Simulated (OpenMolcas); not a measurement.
OpenMolcas run: P III

Input:

```
&GATEWAY
Coord
1

P 0.0 0.0 0.0
Basis=ANO-R2
Group=XYZ
NoMove
AngMom=0.0 0.0 0.0
AMFI
&SEWARD
* reference wave functions (RASSCF and RASSI steps not shown): 3 electrons in 9 orbitals (RAS2 3s 3p; RAS3 3d, at most 2 electrons)
>>> COPY JOB001 $Project.JobIph
&CASPT2
Multistate=1 1
Frozen=1 0
IPEA=0.25
Imaginary=0.1
MaxIter=60
WThr=0.0 0.3 0.05
PrWF=0.5
NoMix
>>> COPY JOB002 $Project.JobIph
&CASPT2
Multistate=11 1 2 3 4 5 6 7 8 9 10 11
Frozen=1 0
IPEA=0.25
Imaginary=0.1
MaxIter=60
WThr=0.0 0.3 0.05
PrWF=0.5
NoMix
>>> COPY JOB003 $Project.JobIph
&CASPT2
Multistate=3 1 2 3
Frozen=1 0
IPEA=0.25
Imaginary=0.1
MaxIter=60
WThr=0.0 0.3 0.05
PrWF=0.5
NoMix
...
```

Output, cut to the results:

```
--- CASPT2 ---
Orbital specifications:
      -----------------------

      Symmetry species                           1   2
                                                ag  au
      Frozen orbitals                            1   0
      Inactive orbitals                          1   3
      Active orbitals                            6   3
      Secondary orbitals                        12  13
      Deleted orbitals                           0   0
      Number of basis functions                 20  19
Type of calculation                        SS-CASPT2
      Fock operator                              state-specific
      IPEA shift                                 0.25
      Real shift                                 0.00
      Imaginary shift                            0.10
      The input orbitals will be transformed to quasi-canonical
Reference energy:        -339.8040908386
      E2 (Non-variational):      -0.2036209220
      Shift correction:          -0.0000115700
      E2 (Variational):          -0.2036324919
      Total energy:            -340.0077233305
      Residual norm:              0.0000005066
      Reference weight:           0.98968
      Contributions to the CASPT2 correlation energy
      Active & Virtual Only:         -0.0034105840
      One Inactive Excited:          -0.0273251871
      Two Inactive Excited:          -0.1728851509
::    CASPT2 Root  1     Total energy:   -340.00772333
--- CASPT2 ---
Orbital specifications:
      -----------------------

      Symmetry species                           1   2
                                                ag  au
      Frozen orbitals                            1   0
      Inactive orbitals                          1   3
      Active orbitals                            6   3
      Secondary orbitals                        12  13
      Deleted orbitals                           0   0
      Number of basis functions                 20  19
Type of calculation                        MS-CASPT2
      Fock operator                              state-specific
      IPEA shift                                 0.25
      Real shift                                 0.00
      Imaginary shift                            0.10
      The input orbitals will be transformed to quasi-canonical
Reference energy:        -340.5207684776
      E2 (Non-variational):      -0.2043928188
      Shift correction:          -0.0000217370
      E2 (Variational):          -0.2044145558
      Total energy:            -340.7251830334
      Residual norm:              0.0000009236
      Reference weight:           0.98789
      Contributions to the CASPT2 correlation energy
      Active & Virtual Only:         -0.0086720742
      One Inactive Excited:          -0.0229032113
      Two Inactive Excited:          -0.1728175333
Reference energy:        -340.5207684776
      E2 (Non-variational):      -0.2043926906
      Shift correction:          -0.0000217363
      E2 (Variational):          -0.2044144269
      Total energy:            -340.7251829045
      Residual norm:              0.0000009236
      Reference weight:           0.98789
      Contributions to the CASPT2 correlation energy
      Active & Virtual Only:         -0.0086719517
      One Inactive Excited:          -0.0229032057
      Two Inactive Excited:          -0.1728175333
::    CASPT2 Root  1     Total energy:   -340.72518303
::    CASPT2 Root  2     Total energy:   -340.72518290
::    CASPT2 Root  3     Total energy:   -340.72518287
::    CASPT2 Root  4     Total energy:   -340.05887086
::    CASPT2 Root  5     Total energy:   -340.05887175
::    CASPT2 Root  6     Total energy:   -340.05887168
::    CASPT2 Root  7     Total energy:   -340.05887084
::    CASPT2 Root  8     Total energy:   -340.05887642
::    CASPT2 Root  9     Total energy:   -339.95047444
::    CASPT2 Root 10     Total energy:   -339.95044745
::    CASPT2 Root 11     Total energy:   -339.95047472
::    MS-CASPT2 Root  1     Total energy:   -340.72530983
::    MS-CASPT2 Root  2     Total energy:   -340.72530952
::    MS-CASPT2 Root  3     Total energy:   -340.72530938
::    MS-CASPT2 Root  4     Total energy:   -340.05890394
::    MS-CASPT2 Root  5     Total energy:   -340.05887979
::    MS-CASPT2 Root  6     Total energy:   -340.05887547
::    MS-CASPT2 Root  7     Total energy:   -340.05885542
::    MS-CASPT2 Root  8     Total energy:   -340.05884693
::    MS-CASPT2 Root  9     Total energy:   -339.95034824
::    MS-CASPT2 Root 10     Total energy:   -339.95034795
::    MS-CASPT2 Root 11     Total energy:   -339.95032049
--- CASPT2 ---
Orbital specifications:
      -----------------------

      Symmetry species                           1   2
                                                ag  au
      Frozen orbitals                            1   0
      Inactive orbitals                          1   3
      Active orbitals                            6   3
      Secondary orbitals                        12  13
      Deleted orbitals                           0   0
      Number of basis functions                 20  19
Type of calculation                        MS-CASPT2
      Fock operator                              state-specific
      IPEA shift                                 0.25
      Real shift                                 0.00
      Imaginary shift                            0.10
      The input orbitals will be transformed to quasi-canonical
Reference energy:        -340.2750189111
      E2 (Non-variational):      -0.1967880694
      Shift correction:          -0.0000098174
      E2 (Variational):          -0.1967978867
      Total energy:            -340.4718167979
      Residual norm:              0.0000005468
      Reference weight:           0.99032
      Contributions to the CASPT2 correlation energy
      Active & Virtual Only:         -0.0033002977
      One Inactive Excited:          -0.0209271594
      Two Inactive Excited:          -0.1725606123
Reference energy:        -340.2750189111
...
```

Levels above the lowest, from the spin-orbit matrix with the multistate effective Hamiltonian, averaged by term, added to it:

```
Configuration  Term    J  E (cm-1)  Measured (cm-1)  Term weight %
       3s2 3p   2P*  1/2       0.0              0.0            100
       3s2 3p   2P*  3/2       491              559            100
       3s 3p2    4P  1/2     55670            56922            100
       3s 3p2    4P  3/2     55850            57126            100
       3s 3p2    4P  5/2     56130            57454            100
       3s 3p2    2D  3/2     74490                             100
       3s 3p2    2D  5/2     74510                             100
       3s 3p2    2S  1/2    100470           100200            100
       3s 3p2    2P  1/2    109020           109037            100
       3s 3p2    2P  3/2    109340           109413            100
```

Against the 7 measured excited levels shown (Martin, Zalubas and Musgrove, J. Phys. Chem. Ref. Data 14, 751 (1985)) the mean absolute deviation is 610 cm-1; the largest miss in energy is 3s 3p2 4P 5/2: computed 56130, measured 57454 cm-1 (-2.3 %), and the largest in proportion 3s2 3p 2P* 3/2 (-12.1 %).

CASPT2 breaks the degeneracy within a term, and the mean is taken; among the terms shown or strongly mixed into the levels shown the widest spread is 16 cm-1 (3s 3p2 2D). Active for correlation alone: 3d; no level in the range computed is led by a configuration that fills it, so any true level of that kind is missing. Some terms mix strongly with configurations of 3d, whose occupation reaches 0.21 (3s 3p2 2D). Computed and measured levels are paired by configuration, term and J; levels that our copy of the source lacks, or whose pairing is in doubt (as where it misses far off the trend of its configuration), stay unpaired and out of the deviations. Levels of configurations outside the active space are missing. The first state left out of the spin-orbit step lies near 140000 cm-1 above the lowest spin-free state of the reference (among the parities and spins computed), and the list stops at four fifths of that energy or lower.

The term weight is that of the spin-free term in the level, not the purity of its configuration. * marks odd parity.
